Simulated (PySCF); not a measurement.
Compound: C₄H₁₃NOSi₂.
SMILES with atom numbers: `[CH3:1][N:2]([CH3:3])[Si@H:4]1[CH2:5][CH2:6][SiH2:7][O:8]1` (hydrogens: H9, H10, H11 on C1; H12, H13, H14 on C3; H15 on Si4; H16, H17 on C5; H18, H19 on C6; H20, H21 on Si7)

The same species was optimised twice, with GFN2-xTB and with PBE0-D3(BJ)/def2-SVP (PySCF), and the same property calculations (PySCF, gas phase) were run on both structures.

```
      coordinate  GFN2-xTB  PBE0-D3(BJ)/def2-SVP  change
      Si7–O8 (Å)     1.634                 1.682  +0.048
      Si4–O8 (Å)     1.639                 1.680  +0.041
      N2–Si4 (Å)     1.716                 1.733  +0.017
      Si4–C5 (Å)     1.905                 1.889  -0.016
      C6–Si7 (Å)     1.907                 1.897  -0.010
       C5–C6 (Å)     1.539                 1.546  +0.007
       C1–N2 (Å)     1.444                 1.442  -0.002
       N2–C3 (Å)     1.441                 1.439  -0.002
  Si4–O8–Si7 (°)     118.8                 114.1    -4.7
   Si4–C5–C6 (°)     107.7                 105.3    -2.4
    C1–N2–C3 (°)     112.5                 114.4    +1.9
   C3–N2–Si4 (°)     120.2                 121.9    +1.7
   C5–C6–Si7 (°)     107.8                 106.6    -1.2
   C6–Si7–O8 (°)      99.5                 100.6    +1.1
   N2–Si4–C5 (°)     111.9                 111.2    -0.7
   C5–Si4–O8 (°)     100.0                 100.5    +0.5
C1–N2–Si4–C5 (°)      -147                  -147       0
```

Rotational constants: A = 2576, B = 1013, C = 847.2 MHz (GFN2-xTB) against A = 2377, B = 1054, C = 897.9 MHz (PBE0-D3(BJ)/def2-SVP). Point groups within 0.08 Å: C1 and C1.

On the GFN2-xTB structure: HOMO (eV) -6.35 [PBE0/pcSseg-1]; LUMO (eV) 0.67 [PBE0/pcSseg-1]; dipole (D) 1.64 [PBE0/pcSseg-1]; GIAO shielding of C1/C3 (mean) (ppm) 149.4 [PBE0/pcSseg-1]; GIAO shielding of N2 (ppm) 236.3 [PBE0/pcSseg-1]; GIAO shielding of Si4 (ppm) 353.2 [PBE0/pcSseg-1]; GIAO shielding of C5 (ppm) 177.5 [PBE0/pcSseg-1]; GIAO shielding of C6 (ppm) 179.1 [PBE0/pcSseg-1]; GIAO shielding of Si7 (ppm) 353.2 [PBE0/pcSseg-1]; GIAO shielding of O8 (ppm) 278.7 [PBE0/pcSseg-1].

Question: What do these properties become on the PBE0-D3(BJ)/def2-SVP structure?

Answer: 
| property | level | on GFN2-xTB | on PBE0-D3(BJ)/def2-SVP | change |
| --- | --- | --- | --- | --- |
| HOMO (eV) | PBE0/pcSseg-1 | -6.35 | -6.31 | +0.04 |
| LUMO (eV) | PBE0/pcSseg-1 | 0.67 | 0.66 | -0.01 |
| dipole (D) | PBE0/pcSseg-1 | 1.64 | 1.94 | +0.30 |
| energy, GFN2-xTB geometry as zero (kcal/mol) | PBE0/pcSseg-1 | 0.0 | -4.0 | -4.0 |
| GIAO shielding of C1/C3 (mean) (ppm) | PBE0/pcSseg-1 | 149.4 | 148.5 | -0.9 |
| GIAO shielding of N2 (ppm) | PBE0/pcSseg-1 | 236.3 | 237.6 | +1.3 |
| GIAO shielding of Si4 (ppm) | PBE0/pcSseg-1 | 353.2 | 354.0 | +0.8 |
| GIAO shielding of C5 (ppm) | PBE0/pcSseg-1 | 177.5 | 175.4 | -2.1 |
| GIAO shielding of C6 (ppm) | PBE0/pcSseg-1 | 179.1 | 177.9 | -1.2 |
| GIAO shielding of Si7 (ppm) | PBE0/pcSseg-1 | 353.2 | 351.5 | -1.7 |
| GIAO shielding of O8 (ppm) | PBE0/pcSseg-1 | 278.7 | 280.2 | +1.5 |

The heavy atoms differ by 0.157 Å rms after alignment. Among bonds between heavy atoms Si7–O8 changes most (+0.048 Å). Changes are differences of the printed values. Neither structure is proved a minimum here.
